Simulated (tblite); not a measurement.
Record of a relaxation.

Species: C5HClF5 (doublet state).
Bonds: F1–C2, C2–F3, C2–F4, C2–C5, C5–F6, C5–F7, C5–C8, C8–C9, C9–C10 (double), C10–Cl11, C8–C10. Hydrogens: H12 on C9.
Bond orders are those of one Lewis drawing.

Computed with GFN2-xTB (tblite), gas phase: L-BFGS steps from a force-field or distance-geometry start until the largest atomic force falls under 0.01 eV/Å. 12 of its 90 geometries are shown.

Step 0: E = -1067.7069 eV, largest atomic force 2.425 eV/Å
```
atom  x, y, z in Å  |  force x, y, z in eV/Å
F1     -1.073   -1.904   -0.482   -1.448   1.520   0.494
C2     -1.651   -0.711   -0.083   -0.398   0.303  -0.053
F3     -2.184   -0.038   -1.144    0.099  -1.259   0.639
F4     -2.632   -0.876    0.848    0.843  -0.480  -1.262
C5     -0.536    0.190    0.457    0.287   0.269  -0.373
F6     -1.022    1.407    0.878    0.226  -0.988  -0.032
F7      0.010   -0.462    1.532   -0.104   0.541  -0.027
C8      0.475    0.376   -0.662    1.267  -0.202   1.446
C9      1.685    1.220   -0.432   -0.273   0.819  -0.292
C10     1.861   -0.091   -0.396    1.393  -1.248  -0.278
Cl11    3.064   -1.372   -0.175   -1.772   1.633  -0.270
H12     2.004    2.261   -0.366   -0.118  -0.907   0.010
```

Step 8: E = -1068.2523 eV, largest atomic force 0.178 eV/Å
```
atom  x, y, z in Å  |  force x, y, z in eV/Å
F1     -1.183   -1.869   -0.478    0.018  -0.093  -0.050
C2     -1.667   -0.687   -0.092    0.088  -0.035   0.073
F3     -2.228   -0.119   -1.161    0.032   0.023   0.097
F4     -2.623   -0.923    0.799   -0.065   0.054   0.029
C5     -0.508    0.186    0.465   -0.014  -0.033  -0.068
F6     -1.009    1.372    0.889   -0.003  -0.042  -0.055
F7     -0.011   -0.425    1.592   -0.172  -0.008  -0.046
C8      0.552    0.348   -0.573   -0.022   0.078   0.093
C9      1.712    1.248   -0.472    0.097   0.030   0.023
C10     1.950   -0.063   -0.438   -0.021   0.067   0.034
Cl11    2.978   -1.325   -0.193    0.024   0.021  -0.063
H12     2.036    2.256   -0.364    0.038  -0.061  -0.066
```

Step 16: E = -1068.2665 eV, largest atomic force 0.068 eV/Å
```
atom  x, y, z in Å  |  force x, y, z in eV/Å
F1     -1.203   -1.889   -0.480    0.031  -0.004  -0.037
C2     -1.666   -0.699   -0.091    0.010   0.004   0.010
F3     -2.228   -0.118   -1.151   -0.012  -0.019  -0.015
F4     -2.620   -0.918    0.808   -0.035   0.024   0.009
C5     -0.513    0.177    0.467   -0.017   0.002  -0.009
F6     -1.035    1.363    0.864   -0.015  -0.009   0.036
F7     -0.069   -0.439    1.615    0.004   0.064  -0.022
C8      0.567    0.360   -0.540   -0.010   0.008   0.056
C9      1.735    1.263   -0.461   -0.006  -0.020   0.008
C10     1.961   -0.050   -0.428    0.015   0.020   0.008
Cl11    2.991   -1.318   -0.232    0.050  -0.016  -0.032
H12     2.081    2.266   -0.397   -0.016  -0.054  -0.011
```

Step 24: E = -1068.2689 eV, largest atomic force 0.029 eV/Å
```
atom  x, y, z in Å  |  force x, y, z in eV/Å
F1     -1.200   -1.887   -0.483    0.019  -0.006   0.011
C2     -1.667   -0.699   -0.092    0.003   0.004   0.007
F3     -2.230   -0.124   -1.155    0.018   0.018  -0.009
F4     -2.624   -0.915    0.804   -0.013  -0.018   0.006
C5     -0.519    0.181    0.472   -0.003  -0.008   0.000
F6     -1.053    1.363    0.868    0.016   0.006  -0.015
F7     -0.079   -0.426    1.625   -0.014   0.014  -0.004
C8      0.569    0.360   -0.526   -0.008   0.003   0.028
C9      1.740    1.257   -0.453   -0.015  -0.003  -0.007
C10     1.965   -0.056   -0.421    0.002   0.021  -0.014
Cl11    3.012   -1.316   -0.259    0.000  -0.009  -0.011
H12     2.087    2.260   -0.407   -0.005  -0.022   0.010
```

Step 32: E = -1068.2701 eV, largest atomic force 0.024 eV/Å
```
atom  x, y, z in Å  |  force x, y, z in eV/Å
F1     -1.185   -1.883   -0.477    0.004  -0.003   0.002
C2     -1.665   -0.699   -0.089    0.011   0.006  -0.003
F3     -2.216   -0.122   -1.157   -0.001  -0.004  -0.010
F4     -2.633   -0.926    0.793    0.010   0.007   0.004
C5     -0.524    0.185    0.482    0.008  -0.009  -0.003
F6     -1.054    1.374    0.860    0.003  -0.015  -0.005
F7     -0.095   -0.411    1.644   -0.001   0.012   0.005
C8      0.567    0.353   -0.514   -0.007   0.021   0.009
C9      1.736    1.252   -0.452    0.005  -0.001   0.001
C10     1.965   -0.060   -0.427   -0.013   0.002   0.003
Cl11    3.019   -1.317   -0.287   -0.008  -0.014  -0.006
H12     2.087    2.253   -0.402   -0.010  -0.002   0.004
```

Step 40: E = -1068.2705 eV, largest atomic force 0.023 eV/Å
```
atom  x, y, z in Å  |  force x, y, z in eV/Å
F1     -1.176   -1.886   -0.471    0.001   0.013   0.006
C2     -1.659   -0.701   -0.090    0.009   0.012   0.017
F3     -2.206   -0.127   -1.162   -0.002  -0.019   0.007
F4     -2.629   -0.925    0.791   -0.014  -0.007  -0.010
C5     -0.525    0.189    0.486    0.004  -0.005  -0.006
F6     -1.062    1.377    0.855   -0.002  -0.013  -0.004
F7     -0.100   -0.399    1.654    0.000   0.006  -0.009
C8      0.566    0.358   -0.508   -0.011   0.012  -0.012
C9      1.740    1.251   -0.447   -0.010   0.010   0.004
C10     1.962   -0.062   -0.431   -0.005   0.008   0.001
Cl11    3.007   -1.328   -0.308    0.008  -0.016  -0.002
H12     2.084    2.254   -0.395    0.022  -0.001   0.006
```

Step 49: E = -1068.2736 eV, largest atomic force 0.070 eV/Å
```
atom  x, y, z in Å  |  force x, y, z in eV/Å
F1     -1.090   -1.904   -0.391   -0.061   0.004  -0.013
C2     -1.631   -0.723   -0.081    0.057   0.027   0.013
F3     -2.153   -0.209   -1.196    0.024  -0.058   0.011
F4     -2.632   -0.941    0.767    0.057  -0.016   0.000
C5     -0.541    0.227    0.488   -0.011   0.033   0.000
F6     -1.136    1.396    0.822    0.005   0.031   0.027
F7     -0.096   -0.310    1.677   -0.055   0.000  -0.044
C8      0.549    0.422   -0.500   -0.016   0.022   0.024
C9      1.762    1.258   -0.394   -0.009  -0.035  -0.034
C10     1.924   -0.063   -0.462   -0.052   0.019  -0.037
Cl11    2.890   -1.395   -0.448    0.048  -0.002   0.015
H12     2.155    2.241   -0.310    0.015  -0.025   0.038
```

Step 57: E = -1068.2819 eV, largest atomic force 0.098 eV/Å
```
atom  x, y, z in Å  |  force x, y, z in eV/Å
F1     -0.951   -1.921   -0.253   -0.004   0.051   0.022
C2     -1.573   -0.752   -0.067    0.027   0.008  -0.006
F3     -2.052   -0.368   -1.253   -0.016  -0.007   0.057
F4     -2.606   -0.970    0.740    0.026   0.018  -0.018
C5     -0.577    0.305    0.488   -0.018  -0.010  -0.008
F6     -1.253    1.440    0.778   -0.013  -0.040  -0.019
F7     -0.122   -0.164    1.706   -0.031   0.009  -0.042
C8      0.512    0.539   -0.490    0.059  -0.038   0.030
C9      1.795    1.249   -0.322    0.011  -0.090  -0.037
C10     1.839   -0.067   -0.540   -0.013   0.068  -0.010
Cl11    2.703   -1.464   -0.674   -0.015   0.033  -0.001
H12     2.287    2.172   -0.137   -0.014  -0.002   0.033
```

Step 65: E = -1068.2854 eV, largest atomic force 0.036 eV/Å
```
atom  x, y, z in Å  |  force x, y, z in eV/Å
F1     -0.851   -1.915   -0.155   -0.027   0.006  -0.004
C2     -1.530   -0.767   -0.055   -0.015  -0.010  -0.007
F3     -1.982   -0.467   -1.274    0.015   0.004   0.008
F4     -2.586   -0.987    0.720    0.016  -0.013   0.026
C5     -0.601    0.350    0.485   -0.013   0.004  -0.021
F6     -1.337    1.459    0.722    0.003  -0.002   0.005
F7     -0.161   -0.063    1.729   -0.008   0.024   0.003
C8      0.500    0.603   -0.472    0.019  -0.012  -0.028
C9      1.820    1.232   -0.275    0.008  -0.021   0.008
C10     1.790   -0.064   -0.593    0.006   0.009   0.002
Cl11    2.576   -1.490   -0.845    0.005   0.015  -0.007
H12     2.362    2.108   -0.015   -0.008  -0.004   0.015
```

Step 73: E = -1068.2871 eV, largest atomic force 0.028 eV/Å
```
atom  x, y, z in Å  |  force x, y, z in eV/Å
F1     -0.774   -1.909   -0.073    0.005  -0.018  -0.007
C2     -1.496   -0.783   -0.040    0.004   0.005   0.005
F3     -1.922   -0.552   -1.282   -0.019   0.003   0.004
F4     -2.560   -1.012    0.721    0.000   0.013   0.004
C5     -0.622    0.391    0.473    0.000   0.013   0.004
F6     -1.405    1.478    0.649   -0.017   0.006  -0.022
F7     -0.200    0.054    1.745    0.013  -0.014   0.013
C8      0.493    0.653   -0.465   -0.002   0.004  -0.001
C9      1.841    1.202   -0.215   -0.009   0.001  -0.009
C10     1.751   -0.060   -0.637    0.010  -0.017  -0.015
Cl11    2.475   -1.490   -1.017    0.013  -0.003   0.001
H12     2.421    2.027    0.116    0.002   0.010   0.022
```

Step 81: E = -1068.2882 eV, largest atomic force 0.020 eV/Å
```
atom  x, y, z in Å  |  force x, y, z in eV/Å
F1     -0.801   -1.916   -0.099    0.009  -0.004   0.003
C2     -1.508   -0.783   -0.039    0.003   0.002  -0.004
F3     -1.958   -0.533   -1.270   -0.017  -0.004   0.000
F4     -2.558   -1.003    0.743    0.007  -0.002  -0.001
C5     -0.616    0.381    0.465    0.000   0.010  -0.002
F6     -1.394    1.474    0.638    0.008   0.008   0.002
F7     -0.187    0.046    1.735   -0.010  -0.007   0.001
C8      0.499    0.638   -0.477    0.000   0.001  -0.007
C9      1.837    1.205   -0.220   -0.007  -0.001   0.002
C10     1.766   -0.061   -0.635    0.013  -0.013   0.009
Cl11    2.517   -1.484   -0.991   -0.006   0.001  -0.005
H12     2.404    2.034    0.123    0.001   0.008   0.002
```

Step 89: E = -1068.2885 eV, largest atomic force 0.009 eV/Å
```
atom  x, y, z in Å  |  force x, y, z in eV/Å
F1     -0.809   -1.915   -0.113    0.001   0.003  -0.004
C2     -1.514   -0.780   -0.041    0.000  -0.001   0.001
F3     -1.981   -0.527   -1.264   -0.001   0.002   0.004
F4     -2.555   -1.002    0.753    0.003  -0.004   0.000
C5     -0.614    0.378    0.460    0.000   0.000   0.005
F6     -1.381    1.478    0.637    0.000  -0.001  -0.003
F7     -0.188    0.035    1.730   -0.003   0.002  -0.004
C8      0.502    0.630   -0.481    0.003   0.000   0.003
C9      1.836    1.206   -0.222    0.004  -0.005  -0.002
C10     1.776   -0.063   -0.626    0.001   0.008   0.000
Cl11    2.534   -1.483   -0.978   -0.005   0.005   0.005
H12     2.394    2.043    0.119   -0.002  -0.007  -0.004
```

Problem. Summarise the path.

Solution. The energy falls by 56.11 kJ/mol from step 0 to step 89; nine tenths of that is first reached at step 6. It rises by more than 0.2 meV at steps 53 and 61. The largest force goes from 2.425 to 0.009 eV/Å. Among the bonds C10–Cl11 changes most, from 1.771 to 1.648 Å; the atoms move by 0.475 Å rms after alignment.

Problem. Follow the three bonds and two angles with the largest change from start to end.

Solution. 
```csv
step,E above end (kJ/mol),largest force (eV/Å),C10–Cl11 (Å),F1–C2 (Å),C5–C8 (Å),C5–C8–C10 (°),C5–C8–C9 (°)
0,56.11,2.425,1.771,1.385,1.520,116.7,119.7
4,7.53,0.332,1.645,1.337,1.484,123.0,123.4
8,3.49,0.178,1.646,1.334,1.492,125.8,125.4
12,2.63,0.105,1.647,1.337,1.488,126.7,127.2
15,2.19,0.092,1.644,1.335,1.489,127.2,127.6
19,1.99,0.053,1.648,1.335,1.485,128.0,128.2
23,1.90,0.027,1.646,1.335,1.487,128.1,128.3
27,1.84,0.042,1.648,1.335,1.486,128.4,128.6
31,1.78,0.020,1.646,1.335,1.487,129.0,128.5
35,1.76,0.019,1.647,1.335,1.486,129.1,128.5
39,1.74,0.022,1.646,1.336,1.485,129.3,128.7
43,1.71,0.037,1.648,1.335,1.485,129.4,128.7
46,1.63,0.062,1.648,1.335,1.485,129.1,128.8
50,1.35,0.086,1.645,1.336,1.483,129.3,129.2
54,0.90,0.119,1.648,1.336,1.479,129.4,130.0
58,0.54,0.078,1.647,1.337,1.483,128.7,129.9
62,0.36,0.049,1.648,1.337,1.481,129.6,130.8
66,0.28,0.037,1.647,1.337,1.480,129.4,130.7
70,0.18,0.044,1.646,1.337,1.481,129.5,130.5
74,0.11,0.043,1.647,1.337,1.481,129.8,130.1
77,0.06,0.034,1.646,1.337,1.482,129.7,129.7
81,0.03,0.020,1.648,1.337,1.481,129.8,129.7
85,0.01,0.015,1.647,1.337,1.481,129.9,129.6
89,0.00,0.009,1.648,1.337,1.481,129.9,129.5
```

What follows is the cost of the whole relaxation. On one thread, Arm Neoverse V2 (aarch64), no GPU, shared host with 32 logical CPUs at a one-minute load of 8.9, this took 0.54 s.
